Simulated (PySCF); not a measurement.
H₆InN₃. Atoms are numbered in the order given.

```xyz
10

In     0.0132    -0.0040     0.0000
N      0.0829     2.0503     0.0000
H     -0.3257     2.4935     0.8222
H     -0.3257     2.4935    -0.8222
N     -0.1184    -1.0102     1.7874
H      0.3117    -0.5330     2.5790
H      0.2303    -1.9679     1.7781
N     -0.1184    -1.0102    -1.7874
H      0.2303    -1.9679    -1.7781
H      0.3117    -0.5330    -2.5790
```

Geometry: B3LYP-D3(BJ)/def2-SVP. The def2 effective core potentials stand for the cores of In; spin–orbit coupling is left out. Other conformers were not sampled.

These are PBE/def2-TZVP run with PySCF values and carry that method's errors.

ESP charges are fitted to the potential on shells at 1.4 to 2.0 van der Waals radii. Atomic charges (e):

```json
[
 {"atom": "In1", "Löwdin": "0.31", "ESP fit": "0.87", "Mulliken": "0.77"},
 {"atom": "N2", "Löwdin": "-0.40", "ESP fit": "-1.02", "Mulliken": "-0.71"},
 {"atom": "H3", "Löwdin": "0.15", "ESP fit": "0.36", "Mulliken": "0.22"},
 {"atom": "H4", "Löwdin": "0.15", "ESP fit": "0.36", "Mulliken": "0.22"},
 {"atom": "N5", "Löwdin": "-0.40", "ESP fit": "-0.89", "Mulliken": "-0.70"},
 {"atom": "H6", "Löwdin": "0.15", "ESP fit": "0.31", "Mulliken": "0.22"},
 {"atom": "H7", "Löwdin": "0.15", "ESP fit": "0.30", "Mulliken": "0.22"},
 {"atom": "N8", "Löwdin": "-0.40", "ESP fit": "-0.89", "Mulliken": "-0.70"},
 {"atom": "H9", "Löwdin": "0.15", "ESP fit": "0.30", "Mulliken": "0.22"},
 {"atom": "H10", "Löwdin": "0.15", "ESP fit": "0.31", "Mulliken": "0.22"}
]
```
